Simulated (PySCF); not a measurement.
# Functional benchmark on one molecule

Molecule: SMILES Cc1ccccc1, C₇H₈.

Structure with atom numbers: `[CH3:1][c:2]1[cH:3][cH:4][cH:5][cH:6][cH:7]1`. Hydrogens are named by the atom that carries them.

Geometry PBE0-D3(BJ)/def2-SVP throughout; GIAO in PySCF 2.14, gas phase, one conformer, non-relativistic; equivalent atoms averaged; basis pcSseg-1.

Reference values (estimated from measurements, as parent shift plus tabulated substituent increments; solution, not stated per compound (mostly CDCl3 or CCl4); Pretsch, Buehlmann, Badertscher, Structure Determination of Organic Compounds, 4th ed. (2009)): δ(C3/C7) = 129.2 ppm, δ(C4/C6) = 128.4 ppm, δ(C5) = 125.5 ppm, δ(H(C3)/H(C7)) = 7.17 ppm, δ(H(C4)/H(C6)) = 7.25 ppm, δ(H(C5)) = 7.17 ppm. Computed shifts are taken against TMS, calculated as an isolated molecule at each level.

**Question.** How do the functionals HF, OPBE, KT3, B3LYP, PBE0, WP04, CAM-B3LYP, wB97X-D perform against the reference? Times are CPU seconds on 1 thread of an Arm Neoverse V1, shared host; the GGAs took longer than the global hybrids here, which isn't the general rule, and the cause wasn't traced.

**Answer.** 
```
functional                    kind  C3/C7  C4/C6     C5  H(C3)/H(C7)  H(C4)/H(C6)  H(C5)  mean abs. error C  mean abs. error H  core-s
        HF            Hartree–Fock  135.9  136.7  132.5         7.38         7.47   7.30                7.3               0.19     7.7
      OPBE                     GGA  126.8  125.7  123.2         7.25         7.35   7.23                2.5               0.08      26
       KT3                     GGA  122.7  121.7  119.3         6.99         7.06   6.95                6.5               0.20      25
     B3LYP           global hybrid  135.0  134.3  131.3         7.17         7.24   7.12                5.8               0.02      18
      PBE0           global hybrid  134.6  133.9  130.9         7.29         7.38   7.25                5.4               0.11      16
      WP04           global hybrid  134.3  133.3  130.8         6.96         7.03   6.94                5.1               0.22      16
 CAM-B3LYP  range-separated hybrid  138.0  137.6  134.4         7.26         7.34   7.21                9.0               0.07      20
   wB97X-D  range-separated hybrid  135.6  135.1  132.0         7.31         7.39   7.26                6.5               0.12      25
```

For ¹³C the closest is OPBE (2.5 ppm) and the furthest CAM-B3LYP (9.0 ppm).

For ¹H the closest is B3LYP (0.02 ppm) and the furthest WP04 (0.22 ppm). One molecule is a small sample, and vibrational and solvent effects are absent from the calculation.
